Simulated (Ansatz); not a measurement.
## AgH (SMILES [AgH]): the energy, rung by rung

AgH has 2 atoms, charge 0, and is taken as a singlet. As SMILES, `[AgH]`. Geometry: the measured bond length.

| atom | x (Å) | y (Å) | z (Å) |
| --- | --- | --- | --- |
| Ag | 0.0000 | 0.0000 | 0.0000 |
| H | 0.0000 | 0.0000 | 1.6181 |

Quantity: the energy change with the Ag1–H2 bond stretched from 1.618 to 4.045 Å, in eV. The values are calculated.

```tsv
level	kind	program	value (eV)	less FCI/STO-3G
HF/STO-3G (restricted)	Hartree–Fock	Ansatz	9.19	+6.91
SVWN5/STO-3G (restricted)	LDA	Ansatz	5.99	+3.71
revPBE/STO-3G (restricted)	GGA	Ansatz	5.57	+3.29
r2SCAN/STO-3G (restricted)	meta-GGA	Ansatz	6.06	+3.78
BHLYP/STO-3G (restricted)	global hybrid	Ansatz	7.71	+5.43
r2SCAN0/STO-3G (restricted)	hybrid meta-GGA	Ansatz	6.99	+4.71
HSE06/STO-3G (restricted)	range-separated hybrid	Ansatz	6.68	+4.40
B2PLYP/STO-3G (restricted)	double hybrid	Ansatz	4.14	+1.86
BCCD(T)/STO-3G (restricted)	coupled cluster or CI	Ansatz	2.21	-0.07
FCI/STO-3G	exact in the basis	Ansatz	2.28	0.00
```

FCI/STO-3G is exact within its basis and frozen core, so for wave-function methods in that basis the difference is their error; functionals converge differently with the basis, so for them it is only a difference. A spin-restricted reference rises too steeply as a bond breaks; here HF/STO-3G, SVWN5/STO-3G, revPBE/STO-3G, r2SCAN/STO-3G, BHLYP/STO-3G, r2SCAN0/STO-3G, HSE06/STO-3G, B2PLYP/STO-3G lie well above the multireference or unrestricted value. All-electron rows without a relativistic Hamiltonian named are non-relativistic. The first shape isn't each level's own minimum. The values span 2.21 to 9.19 eV. All rows use very small basis sets, so none should be taken for the real molecule's value.
